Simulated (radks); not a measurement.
Charge is removed step by step from the 3p down level of Ba33+, starting from [Ne] 3s2 3p(up 3, down 3) 3d5. Calculated with a radial shooting solver on a logarithmic mesh with Libxc functionals: scalar-relativistic Kohn-Sham, BLYP, spin-polarised, spherical densities, finite nucleus; open shells are filled with parallel spins first (spin-orbit coupling, left out, can overturn this in heavy ions); Fermi nuclear charge, rms radius 4.8378 fm.

| removed (e) | E - E(0) (eV) | eigenvalue (eV) | E minus straight line (eV) |
|---|---|---|---|
| 0 | 0.000 | -2344.5 | 0.000 |
| 0.25 | 588.36 | -2364.4 | -7.479 |
| 0.5 | 1181.7 | -2384.4 | -9.972 |
| 0.75 | 1780.0 | -2404.3 | -7.478 |
| 1 | 2383.3 | -2424.2 | 0.000 |

Removing the whole electron costs 2383.3 eV by Delta-SCF, against 2344.5 eV from minus the eigenvalue at the starting occupation. Slater's transition state (half an electron removed) gives 2384.4 eV. Integrating minus the eigenvalue over the occupation (Janak's theorem) gives 2384.4 eV. In this scalar-relativistic scheme the density is built from large components alone, so the theorem holds only approximately. The mean slope of the eigenvalue, de/dn, is 79.7 eV per electron.
